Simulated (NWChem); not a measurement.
System: SbBrCl$_{2}$; SMILES [Cl][Sb]([Cl])[Br]

```xyz
4

Sb     0.6083    -0.4671     0.0000
Cl    -0.7161    -1.2741     1.7856
Cl    -0.7161    -1.2741    -1.7856
Br    -0.1906     1.9184     0.0000
```
Atoms are numbered in this order, from 1.

All runs: NWChem. Coordinates come from a PBE0/def2-SVP optimisation. Not confirmed as a minimum by frequencies. def2 effective core potentials on Sb; no spin-orbit coupling. Ions are spin-unrestricted doublets at the neutral geometry; other ion states weren't tried.

Task: What does the run give for PBE0/def2-SVP? Quantities: vertical ionisation energy, ΔSCF (eV); −ε(HOMO) (eV).

Result: 
```json
{
  "vertical ionisation energy, ΔSCF (eV)": "10.27",
  "−ε(HOMO) (eV)": "8.28"
}
```
